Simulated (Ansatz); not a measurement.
Reaction (ligand exchange at a Zr–C bond): `[CH3][Zr]12345678([OH])([C@H]9[C@@H]1[C@@H]2[C@@H]3[C@H]94)[C@H]1[C@@H]5[C@@H]6[C@@H]7[C@H]18` + H–F → `[OH][Zr]12345678([F])([C@H]9[C@@H]1[C@@H]2[C@@H]3[C@H]94)[C@H]1[C@@H]5[C@@H]6[C@@H]7[C@H]18` + CH₄

Program: Ansatz. Geometries: PBE0-D4/def2-TZVP. ΔE: electronic, gas phase. CCSD(T)/CBS is the MP2 limit (def2-TZVPP, def2-QZVPP) plus CCSD(T) − MP2 in def2-TZVPP, frozen cores. This one scheme is used for every species. DFT in def2-TZVPP. HSE06 is defined as in plane-wave codes. Elements past krypton have def2 core potentials. For Zr outer-core shells are correlated without core-valence functions, which leaves a few kJ/mol of doubt a bond. Each species was taken in one conformer, which may not be the lowest.

`[CH3][Zr]12345678([OH])([C@H]9[C@@H]1[C@@H]2[C@@H]3[C@H]94)[C@H]1[C@@H]5[C@@H]6[C@@H]7[C@H]18`:

```xyz
27

C     0.459    1.485   -1.741
Zr   -0.300    0.268    0.031
O    -1.917    1.325    0.447
C     1.990    1.069    0.816
C     1.039    1.897    1.457
C     0.306    1.106    2.355
C     0.776   -0.220    2.255
C     1.835   -0.236    1.314
C    -1.890   -1.692   -0.231
C    -0.636   -2.230    0.120
C     0.254   -1.993   -0.952
C    -0.452   -1.310   -1.961
C    -1.774   -1.118   -1.513
H     1.372    1.105   -2.209
H     0.657    2.512   -1.415
H    -0.316    1.528   -2.515
H    -2.809    1.216    0.123
H     2.702    1.384    0.069
H     0.882    2.948    1.265
H    -0.524    1.440    2.958
H     0.417   -1.064    2.825
H     2.415   -1.100    1.028
H    -2.775   -1.698    0.389
H    -0.402   -2.745    1.040
H     1.292   -2.290   -0.995
H    -0.048   -0.981   -2.905
H    -2.555   -0.604   -2.054
```

H–F:

```xyz
2

F     0.412    0.158    0.128
H    -0.412   -0.158   -0.128
```

`[OH][Zr]12345678([F])([C@H]9[C@@H]1[C@@H]2[C@@H]3[C@H]94)[C@H]1[C@@H]5[C@@H]6[C@@H]7[C@H]18`:

```xyz
24

O     0.543   -0.006   -2.316
Zr   -0.145    0.357   -0.495
F    -1.296    1.904   -0.780
C     2.024    0.013    0.766
C     1.163    0.708    1.652
C     0.943    1.991    1.124
C     1.665    2.096   -0.087
C     2.346    0.883   -0.294
C    -2.480   -0.563   -0.011
C    -1.977   -1.320   -1.083
C    -0.881   -2.078   -0.608
C    -0.700   -1.773    0.751
C    -1.684   -0.821    1.120
H     0.117   -0.546   -2.980
H     2.388   -0.996    0.890
H     0.752    0.320    2.572
H     0.296    2.750    1.540
H     1.664    2.946   -0.752
H     2.941    0.633   -1.158
H    -3.285    0.153   -0.067
H    -2.360   -1.317   -2.094
H    -0.274   -2.755   -1.191
H     0.052   -2.193    1.401
H    -1.813   -0.386    2.100
```

CH₄:

```xyz
5

C     0.000    0.000    0.000
H     0.128   -0.675    0.846
H    -1.033   -0.041   -0.345
H     0.665   -0.301   -0.809
H     0.240    1.017    0.308
```

```
        level  ΔE (kcal/mol)
   r2SCANh-D4          -52.3
        HSE06          -51.1
 MP2/def2-SVP          -52.7
MP2/CBS(def2)          -45.0
```

Question: What does CCSD(T)/CBS give? (An estimate is asked.)

Answer: The calculation gave: -47.4 kcal/mol. The listed levels differ from it by -4.9, -3.7, -5.3, 2.4 kcal/mol.

Largest T1 diagnostic among the species: 0.013.

At CCSD(T), def2-SVP lies −7.2 kcal/mol from the extrapolated value and def2-TZVPP −0.3 kcal/mol. From BLYP to BHLYP (50 % exact exchange), in def2-TZVPP and without D4, ΔE moves by +1.2 kcal/mol.

CCSD(T)/CBS has its own doubt, a few kJ/mol and more with outer-core shells, so smaller differences from it don't rank the levels.
